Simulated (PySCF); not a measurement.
Delta-SCF ions had no search for a lower state. Excitations are Tamm–Dancoff values on a coarser integration grid. The basis has no diffuse functions, so Rydberg states are missing or too high.

Cartesian coordinates (Å):
SMILES: Cl[SiH2]C(=O)C
```xyz
10

C     -1.3269     0.7153     0.0567
C     -0.4126    -0.3925     0.4700
O     -0.7303    -1.2625     1.2488
Si     1.3882    -0.5788    -0.1849
Cl     1.9039     0.9235    -1.4972
H     -2.2939     0.6198     0.5510
H     -1.4511     0.7029    -1.0308
H     -0.8681     1.6794     0.2982
H      1.4867    -1.8773    -0.8884
H      2.3041    -0.5297     0.9766
```
Charge 0, spin multiplicity 1.

Question: What LUMO, S1 oscillator strength, S1–T1 gap (TDA), vertical ionisation energy (Delta-SCF) and dipole moment does PBE0-D4/def2-TZVP in PySCF 2.14.0 give?

Answer: 
```yaml
LUMO: -1.50 eV
S1 oscillator strength: 0.002
S1–T1 gap (TDA): 0.76 eV
vertical ionisation energy (Delta-SCF): 9.27 eV
dipole_moment: 1.40 D
```
